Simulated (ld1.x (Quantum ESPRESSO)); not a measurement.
Before and after: TM potential for vanadium

vanadium, norm-conserving Troullier–Martins (Kleinman–Bylander form), made with ld1.x (Quantum ESPRESSO) 7.5 (PBE, scalar-relativistic). Core [Ar], reference 3d3 4s1 4p0 (charge +1). Waves: 4p (bound, empty): rc 3.15 bohr; 3d (bound): rc 1.45 bohr; 4s (bound): rc 2.50 bohr. Local part: the s channel. Core correction: none.

All-electron outer shells of the reference configuration (PBE, scalar-relativistic, ld1.x):

```tsv
shell	level (eV)	outermost node (bohr)	outermost maximum (bohr)
3p	-51.65	0.35	0.84
3d	-12.63	–	0.90
4s	-10.90	1.17	2.59
4p	-6.83	1.29	3.20
```

Change: wave 3d (bound): rc 1.45 bohr becomes 3d (bound): rc 2.16 bohr.

Cutoffs: the cutoffs (Ry, on a coarse ladder) from which the occupation-weighted sum of valence levels, in a spherical-Bessel basis at the reference potential, stays within 10 and 1 mRy of its value at 400 Ry; they do not see the model core or the augmentation charge, which bear on the density cutoff. Errors are all-electron minus pseudo energies relative to the spin-unpolarised reference configuration.

Problem. What does the change do?

Solution. The potential gets softer (90 Ry and 110 Ry → 50 Ry and 60 Ry); of the 7 tests that both files solve, the error grows in 2 and shrinks in 1 by more than 15 % and 0.3 meV (median size 22.5 → 98.6 meV); neither file shows a bound ghost. A larger radius leaves more room for a smooth pseudo-wave, so fewer plane waves are needed.

```tsv
quantity	base	changed
cutoff, loose	90 Ry	50 Ry
cutoff, tight	110 Ry	60 Ry
loose cutoff by channel (10 mRy a level)	d 90 Ry, s 6 Ry	d 50 Ry, s 6 Ry
bound ghosts	none	none
error for 3d3 4s2 4p0, meV [ΔE -7.73 eV]	+21	+23
error for 3d3 4s0 4p0, meV [ΔE 14.30 eV]	+113	+111
error for 3d2 4s0 4p0, meV [ΔE 43.19 eV]	-22	+130
error for 3d4 4s1 4p0, meV [ΔE -7.15 eV]	-141	-99
error for 3d3 4s0 4p1, meV [ΔE 4.10 eV]	+14	+13
error for 3d3 4s1.5 4p0, meV [ΔE -4.64 eV]	+8.2	+8.6
error for 3d1 4s0 4p0, meV [ΔE 89.07 eV]	-406	+703
s: phases at 3.39 bohr within 0.05 rad from the reference energy up to (Ry; the scan ends near 5)	1.1	1.1
p: phases at 3.39 bohr within 0.05 rad from the reference energy up to (Ry; the scan ends near 5)	2.0	2.0
d: phases at 3.39 bohr within 0.05 rad from the reference energy up to (Ry; the scan ends near 5)	-0.2	-0.2
```
